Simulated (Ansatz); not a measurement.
Molecule: SnH4 (charge 0, singlet). 
Coordinates optimised at B3LYP-D3(BJ)/def2-TZVP (Ansatz, a first-principles code):
```
Sn
H 1 1.7085
H 1 1.7085 2 109.47
H 1 1.7085 2 109.47 3 120.00
H 1 1.7085 2 109.47 4 120.00
```
Charge 0, spin multiplicity 1.

Basis-set convergence of Hartree-Fock and CCSD correlation energies (hartree) with Ansatz. Valence correlation only, unless marked. No spin-orbit coupling. Frozen are the shells of the preceding noble gas and the d and f shells that filled before the atom's block. Past Kr the def2 sets carry scalar-relativistic core potentials.

| basis | functions | E(HF) | E(corr, CCSD) |
|---|---|---|---|
| def2-SVP | 46 | -215.63315 | -0.13079 |
| def2-TZVPP | 106 | -215.64433 | -0.15685 |
| def2-QZVPP | 202 | -215.64638 | -0.16356 |

Extrapolating the two largest sets (X = 3 and 4) as X^-3: E(corr) = (64·(-0.16356) - 27·(-0.15685))/37 = -0.1685 Eh, an estimate of the basis-set limit. The largest set recovers 97.1 % of it, the smallest 77.6 %.
